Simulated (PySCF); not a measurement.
F₄Te, triplet, at a GFN2-xTB geometry (a higher spin typed on purpose: for a closed-shell molecule this is an excited state) (core potentials on Te); PySCF with TPSSH/def2-SV(P).

Here is a job for PySCF.
```python
from pyscf import gto, scf, dft

mol = gto.M(
    atom='''
Te   -0.01212984    0.00717280    0.04829380
F    -0.14724257    1.81387706    1.04877868
F     0.21441232   -1.52023906   -1.22691457
F    -0.48009114   -1.44291290    1.44888990
F     0.48300493    1.10783207   -1.54978487
''',
    basis='def2-sv(p)',
    ecp={'Te': 'def2-sv(p)'},
    spin=2,
    verbose=4,
)

mf = dft.UKS(mol)
mf.xc = 'tpssh'
mf.kernel()
```

**Question.** Write the output that PySCF gives for this input, abridged.

**Answer.** 
```
PySCF version 2.14.0

[INPUT] verbose = 4
[INPUT] num. atoms = 5
[INPUT] num. electrons = 60
[INPUT] charge = 0
[INPUT] spin (= nelec alpha-beta = 2S) = 2
[INPUT] symmetry False subgroup None
[INPUT] Mole.unit = angstrom
[INPUT] Symbol           X                Y                Z      unit          X                Y                Z       unit  Magmom
[INPUT]  1 Te    -0.012129840000   0.007172800000   0.048293800000 AA   -0.022922075535   0.013554627546   0.091262055515 Bohr   0.0
[INPUT]  2 F     -0.147242570000   1.813877060000   1.048778680000 AA   -0.278248131177   3.427730867031   1.981904470483 Bohr   0.0
[INPUT]  3 F      0.214412320000  -1.520239060000  -1.226914570000 AA    0.405180562533  -2.872835467266  -2.318532515539 Bohr   0.0
[INPUT]  4 F     -0.480091140000  -1.442912900000   1.448889900000 AA   -0.907240769430  -2.726710202602   2.738005095648 Bohr   0.0
[INPUT]  5 F      0.483004930000   1.107832070000  -1.549784870000 AA    0.912747034515   2.093499204310  -2.928668956295 Bohr   0.0

nuclear repulsion = 305.861194644339
number of shells = 34
number of NR pGTOs = 157
number of NR cGTOs = 82
basis = def2-sv(p)
ecp = {'Te': 'def2-sv(p)'}

******** <class 'pyscf.dft.uks.UKS'> ********
method = UKS
initial guess = minao
damping factor = 0
level_shift factor = 0
DIIS = <class 'pyscf.scf.diis.CDIIS'>
diis_start_cycle = 1
diis_space = 8
diis_damp = 0
SCF conv_tol = 1e-09
SCF conv_tol_grad = None
SCF max_cycles = 50
direct_scf = True
direct_scf_tol = 1e-13
number electrons alpha = 31  beta = 29
XC library pyscf.dft.libxc version 7.1.2
    S. Lehtola, C. Steigemann, M. J. T. Oliveira, and M. A. L. Marques,  SoftwareX 7, 1–5 (2018)
XC functionals = tpssh
    V. N. Staroverov, G. E. Scuseria, J. Tao, and J. P. Perdew,  J. Chem. Phys. 119, 12129 (2003)
radial grids:
    Treutler-Ahlrichs [JCP 102, 346 (1995); DOI:10.1063/1.469408] (M4) radial grids

becke partition: Becke, JCP 88, 2547 (1988); DOI:10.1063/1.454033
pruning grids: <function nwchem_prune>
grids dens level: 3
symmetrized grids: False
atomic radii adjust function: <function treutler_atomic_radii_adjust>
small_rho_cutoff = 0
Set gradient conv threshold to 3.16228e-05
tot grids = 79008
init E= -639.23469754099

cycle= 1 E= -664.94981369278  delta_E= -25.7  |g|= 2.17  |ddm|= 5.88

cycle= 2 E= -664.411795584881  delta_E= 0.538  |g|= 2.48  |ddm|=  5.4

cycle= 3 E= -666.792305141912  delta_E= -2.38  |g|= 0.475  |ddm|=  2.6

cycle= 4 E= -666.842558778836  delta_E= -0.0503  |g|= 0.266  |ddm|= 0.575
cycle= 5 E= -666.850369006007  delta_E= -0.00781  |g|= 0.203  |ddm|= 0.307
cycle= 6 E= -666.866407686532  delta_E= -0.016  |g|= 0.0379  |ddm|= 0.187
cycle= 7 E= -666.86707577788  delta_E= -0.000668  |g|= 0.00567  |ddm|= 0.0407
cycle= 8 E= -666.86709677325  delta_E= -2.1e-05  |g|= 0.00184  |ddm|= 0.00916
cycle= 9 E= -666.867095119311  delta_E= 1.65e-06  |g|= 0.00299  |ddm|= 0.00407
cycle= 10 E= -666.867098825025  delta_E= -3.71e-06  |g|= 0.000417  |ddm|= 0.00277
cycle= 11 E= -666.867098945396  delta_E= -1.2e-07  |g|= 0.000316  |ddm|= 0.000971
cycle= 12 E= -666.867098982982  delta_E= -3.76e-08  |g|= 0.000153  |ddm|= 0.000344
cycle= 13 E= -666.867099001565  delta_E= -1.86e-08  |g|= 1.74e-05  |ddm|= 0.000392
cycle= 14 E= -666.867099001835  delta_E= -2.69e-10  |g|= 7.57e-06  |ddm|= 4.66e-05
Extra cycle  E= -666.867099001781  delta_E= 5.32e-11  |g|= 1.45e-05  |ddm|= 2.05e-05
converged SCF energy = -666.867099001781  <S^2> = 2.0075045  2S+1 = 3.0049988
```
